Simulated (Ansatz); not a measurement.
Molecule: sum formula Si$_{2}$H$_{4}$Cl$_{2}$, charge 0, multiplicity 1. 
Geometry from a B3LYP-D3(BJ)/def2-TZVP (Ansatz, an electronic-structure program) optimisation:
```xyz
8

Si    -2.1276    -0.0442     0.0331
Si     0.1597    -0.2006     0.4945
Cl     1.0025     1.6815     0.3739
Cl     1.0474    -1.4343    -0.9045
H     -2.7346    -1.3933     0.1085
H     -2.2943     0.5118    -1.3280
H     -2.7669     0.8478     1.0280
H      0.4980    -0.7415     1.8249
```
Charge 0, spin multiplicity 1.

Quantity: atomisation energy (electronic, to ground-state atoms), in kJ/mol. Cores are frozen in the correlated levels unless marked. UHF or UKS for open shells. Spin-orbit coupling is left out. No relativistic terms. The coupled-cluster limit lacks core correlation, which all-electron functionals hold. Basis-set limits of correlation are two-point, X^-3; Hartree-Fock from the larger set.

```json
[
 {"level": "HF/6-31G", "program": "Ansatz", "atomisation energy (kJ/mol)": "1396.3"},
 {"level": "SVWN5/def2-TZVPD", "program": "Ansatz", "atomisation energy (kJ/mol)": "2623.1"}
]
```

Q: What does CCSD(T)/CBS(aug-cc-pV(T+d)Z,aug-cc-pV(Q+d)Z) (Ansatz) give?

A: 2383.4 kJ/mol
